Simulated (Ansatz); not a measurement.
Basis-set extrapolation for CH$_{8}$AlNO$_{3}$, SMILES `C[NH2+][Al-]([OH])([OH])[OH]` (PBE0-D4/def2-TZVP geometry, frozen core, Ansatz 0.2.0). Multiplicity 1, RHF reference.

```tsv
	def2-TZVPP	def2-QZVPP
HF	-563.857526	-563.881417
MP2 correlation	-1.213528	-1.307667
CCSD(T) correlation	-1.286798	not run
```

Energies in hartree. Use E(X) = E(∞) + A·exp(−7.88·√X) for Hartree–Fock and E(X) = E(∞) + B·X^(−2.97) for correlation, with X = 3 and 4, and add CCSD(T) minus MP2 of the smaller set to the MP2 limit.

Problem. What is the CCSD(T) energy at the basis-set limit?

Solution. HF limit: -563.881417 + (-0.023891) × 0.13774 = -563.88471. MP2 limit: -1.307667 + (-0.094139) × 0.74074 = -1.37740. Higher-order term: -1.286798 − (-1.213528) = -0.07327. Total: -565.33538 hartree, 119.9 kcal/mol below CCSD(T)/def2-TZVPP.
